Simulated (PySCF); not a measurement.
**Stretching K2**

Set-up: PySCF, no relativity, basis sets K def2-TZVPP. Energies in eV from K + K in their ground configurations at the same level. State: ¹Σg⁺ (singlet), closed shell.

Curves on a restricted Hartree–Fock reference rise too fast on stretching and do not dissociate correctly.

```json
{"R (Å)": "3.449", "RHF-SCS-MP2": "-0.3115"}
{"R (Å)": "3.609", "RHF-SCS-MP2": "-0.3699"}
{"R (Å)": "3.769", "RHF-SCS-MP2": "-0.4043"}
{"R (Å)": "3.890", "RHF-SCS-MP2": "-0.4167"}
{"R (Å)": "4.010", "RHF-SCS-MP2": "-0.4192"}
{"R (Å)": "4.130", "RHF-SCS-MP2": "-0.4134"}
{"R (Å)": "4.291", "RHF-SCS-MP2": "-0.3948"}
{"R (Å)": "4.491", "RHF-SCS-MP2": "-0.3578"}
{"R (Å)": "4.732", "RHF-SCS-MP2": "-0.2991"}
{"R (Å)": "5.053", "RHF-SCS-MP2": "-0.2063"}
```

Q: Put a parabola through the three lowest points of the RHF-SCS-MP2 curve and estimate Re, k and ωe (reduced mass 19.48 u; 1 eV/Å² = 0.16022 mdyn/Å; ωe = 1302.8·√(k/μ) cm⁻¹).

A: Through R = 3.89, 4.01, 4.13 Å the second-order coefficient is 0.288 eV/Å², so Re ≈ 3.986 Å, k ≈ 0.0923 mdyn/Å and ωe ≈ 90 cm⁻¹. A polynomial fit of higher order to the unrounded RHF-SCS-MP2 energies gives Re = 3.984 Å, k = 0.0960 mdyn/Å, ωe = 91.5 cm⁻¹; anharmonicity and rounding make the difference.

The higher-order fit for each curve: RHF-SCS-MP2: Re = 3.984 Å, ωe = 91.5 cm⁻¹, De = 0.419 eV.

Correlated steps freeze 10 core orbitals. Where the molecule has an RHF reference, its open-shell atoms are computed with UHF.
